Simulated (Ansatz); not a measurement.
Reaction (redistribution): `B[CH2][Al]([CH3])[CH3]` + `C[C](=N)[GeH2][OH]` → `[BH2][GeH2][C](C)=N` + `[CH3][Al]([CH3])[CH2]O`

Program: Ansatz. Geometries: PBE0-D4/def2-TZVP. ΔE: electronic, gas phase. CCSD(T)/CBS adds triple-zeta CCSD(T) − MP2 to the extrapolated MP2 energy (def2 sets, frozen cores). For Ge outer-core shells are correlated without core-valence functions, which leaves a few kJ/mol of doubt a bond. Scalar relativity is left out up to krypton. Each species was taken in one conformer, which may not be the lowest.

| level | ΔE (kJ/mol) |
| --- | --- |
| SCS-MP2/def2-QZVPP | 217.1 |
| HF/CBS(def2) | 206.7 |

(1) What does CCSD(T)/CBS give? (An estimate is asked.)

Largest T1 diagnostic among the species: 0.014.

Answers

(1) Ansatz gave: +208.9 kJ/mol. The listed levels differ from it by 8.2, -2.2 kJ/mol.

In def2-TZVPP, CCSD(T) changes the Hartree–Fock value by +5.0 kJ/mol (the triples alone add +2.1 kJ/mol) and MP2 by +18.8 kJ/mol. From PBE to PBE0 (25 % exact exchange), in def2-TZVPP and without D4, ΔE moves by +6.0 kJ/mol.
